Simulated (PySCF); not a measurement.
**Excitation energy of In by level of theory**

In [Kr] 4d10 5s2 5p1 (2P) → In [Kr] 4d10 5s2 5d1 (2D), as a difference of total energies. Calculation: PySCF 2.14, in aug-cc-pVTZ-PP with one added diffuse shell each of d, f type with ECP28MDF (6s5p5d3f, 67 functions); scalar relativity through the core potential. Correlated levels: valence: 4s2 4p6 4d10 frozen. The calculations carry no spin-orbit coupling.

```csv
method,excitation energy (eV)
UHF,3.680
PBE,3.563
PBE0,3.694
r2SCAN,3.873
BLYP,3.507
PW91,3.614
revPBE,3.488
MP2 (valence),3.780
SCS-MP2 (valence),3.777
```

Task: Estimate what LC-wPBE gives.

Result: 4.060 eV, closest to r2SCAN among the rows shown.

Task: Estimate what LDA gives.

Result: 3.762 eV, closest to SCS-MP2 (valence) among the rows shown.

Errors of the correlated levels include the incompleteness of this basis and the frozen core.

For comparison: 3.897 eV (measured; NIST levels, between the centres of gravity of the two terms).
